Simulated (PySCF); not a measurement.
## [C4H11PSi]+: g tensor and hyperfine couplings

Compound: C₄H₁₁PSi (charge +1 and doublet state).
SMILES with atom numbers: `[CH3:1][C@@H:2]1[CH2:3][C@@H:4]1[SiH2:5][PH2+:6]` (hydrogens: H7, H8, H9 on C1; H10 on C2; H11, H12 on C3; H13 on C4; H14, H15 on Si5; H16, H17 on P6)

Structure used (GFN2-xTB), in Å, numbered top down from 1:
```
atom  x, y, z in Å
C1    -1.0807   -1.0247   -0.8937
C2    -1.3624   -0.0055    0.1677
C3    -1.3570    1.4412   -0.1525
C4    -0.2313    0.8922    0.6996
Si5    1.5227    0.8051    0.0594
P6     2.0026   -1.5113    0.1965
H7    -2.0181   -1.3419   -1.3499
H8    -0.4430   -0.6198   -1.6776
H9    -0.6135   -1.9207   -0.4752
H10   -2.0601   -0.3425    0.9250
H11   -2.0719    2.0839    0.3387
H12   -1.1291    1.7370   -1.1653
H13   -0.3122    1.1127    1.7600
H14    1.7615    1.0568   -1.3581
H15    2.5038    1.3302    1.0103
H16    3.3483   -1.7178    0.4801
H17    1.5334   -1.9629    1.4250
```

The hyperfine couplings belong to this conformer and change with its torsions.

Theory: PySCF, UKS B3LYP, pcH-1 on C H P Si, non-relativistic, mean-field spin-orbit, GIAO. The structure is a single GFN2-xTB conformer in the gas phase; no vibrational or solvent corrections. The geometry wasn't refined by DFT: couplings that depend on bond lengths, twists or pyramidal angles can differ widely from those at the functional's own minimum, by a factor of two or more for some ions and for spin on atoms past the first row. Stability of the SCF solution: not tested.

```
g1, g2, g3                      : 2.00299, 2.00825, 2.01794
g_iso                           : 2.00972
Form of g                       : rhombic: the two nearest values differ by 35 % of g3 − g1
⟨S²⟩                            : 0.7534 (exact 0.7500)
HOMO–LUMO gap, α and β orbitals : 7.03, 2.02 eV
Total energy                    : -789.58987 Eh
```

Hyperfine couplings atom by atom, in MHz; T1 to T3 are the principal values of the dipolar part; ρ(0) is the spin density at the nucleus:

| atom | isotope | a_iso | of which spin–orbit | T1 | T2 | T3 | Mulliken spin population | ρ(0) (bohr⁻³) |
| --- | --- | --- | --- | --- | --- | --- | --- | --- |
| C1 | 13C | 5.2 | 0.0 | -2.9 | -2.7 | 5.6 | 0.01 | 0.0046 |
| C2 | 13C | 1.6 | 0.0 | -4.3 | -3.8 | 8.0 | 0.03 | 0.0014 |
| C3 | 13C | 2.6 | 0.1 | -2.6 | -2.0 | 4.6 | 0.01 | 0.0023 |
| C4 | 13C | 6.6 | 0.1 | -6.0 | -5.4 | 11.5 | 0.04 | 0.0058 |
| Si5 | 29Si | 16.3 | -0.2 | -18.2 | 7.4 | 10.8 | 0.03 | -0.0186 |
| P6 | 31P | 686.5 | -0.9 | -278.6 | -265.3 | 543.9 | 0.83 | 0.3796 |
| H7 | 1H | 37.1 | 0.0 | -2.1 | -1.4 | 3.5 | 0.02 | 0.0083 |
| H8 | 1H | 0.9 | 0.0 | -2.4 | -0.8 | 3.2 | 0.00 | 0.0002 |
| H9 | 1H | 26.2 | 0.0 | -5.2 | -0.2 | 5.4 | 0.00 | 0.0059 |
| H10 | 1H | 2.3 | 0.0 | -2.0 | -0.8 | 2.8 | 0.00 | 0.0005 |
| H11 | 1H | 17.4 | 0.0 | -1.5 | -0.5 | 2.1 | 0.01 | 0.0039 |
| H12 | 1H | 0.5 | 0.0 | -1.5 | 0.0 | 1.5 | 0.00 | 0.0001 |
| H13 | 1H | 2.1 | 0.0 | -2.6 | -0.5 | 3.1 | 0.00 | 0.0005 |
| H14 | 1H | -6.2 | 0.0 | -2.5 | -1.3 | 3.8 | 0.00 | -0.0014 |
| H15 | 1H | 107.2 | 0.0 | -3.3 | 1.1 | 2.2 | 0.05 | 0.0240 |
| H16 | 1H | -2.0 | 0.1 | -13.6 | 0.7 | 12.9 | -0.01 | -0.0005 |
| H17 | 1H | -5.5 | 0.1 | -13.3 | 0.7 | 12.6 | -0.01 | -0.0013 |

The largest Mulliken spin population is on P6 (+0.83). The angles at P6 add up to 313.8°, so it is pyramidal.

Under fast tumbling the dipolar parts average out, and these isotropic splittings remain (the largest six): 1 × 31P (P6, I = 1/2, 2 lines) with 24.41 mT, 1 × 1H (H15, I = 1/2, 2 lines) with 3.81 mT, 3 × 1H (H7/H8/H9, I = 1/2, 4 lines) with 0.76 mT, 1 × 1H (H11, I = 1/2, 2 lines) with 0.62 mT, 1 × 1H (H14, I = 1/2, 2 lines) with 0.22 mT and 2 × 1H (H16/H17, I = 1/2, 3 lines) with 0.13 mT.

Class means assume fast exchange of nuclei equivalent by connectivity; if that motion is slow, each nucleus keeps its own coupling. The three 1H nuclei of mean +21.4 MHz run from 0.9 to 37.1 MHz in the frozen geometry.

The 13C coupling of C4 (6.6 MHz) shows only in satellite lines or after enrichment, since that isotope makes up about 1.07 % of natural carbon.

The 29Si coupling of Si5 (16.3 MHz) shows only in satellite lines or after enrichment, since that isotope makes up about 4.7 % of natural silicon.

Examples of negative spin density at the nucleus (bohr⁻³): Si5 (-0.0186) and H14 (-0.0014).
